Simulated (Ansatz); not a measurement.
Ansatz results at the PBE0-D4/def2-TZVP geometry: HOMO–LUMO gap (B3LYP/def2-TZVPP) 4.09 eV; HOMO–LUMO gap (PBE0/def2-TZVPP) 4.43 eV; HOMO energy (PBE/def2-TZVPP) -5.21 eV.

Each molecule was computed in one conformer, which needn't be the lowest.

Which molecule gave them?
A. `O=c1cc1`
B. `C(=C/c1ccccc1)/c1ccccc1`
C. `C(=C\c1ccccc1)/c1ccccc1`
D. `c1ccc2nc3ccccc3nc2c1`

C. The others give `O=c1cc1`: 5.33, 5.82, -5.54; `C(=C/c1ccccc1)/c1ccccc1`: 4.56, 4.92, -5.36; `c1ccc2nc3ccccc3nc2c1`: 3.66, 3.99, -5.66.

B3LYP here is the variant with VWN-RPA as its local correlation; programs differ in this.
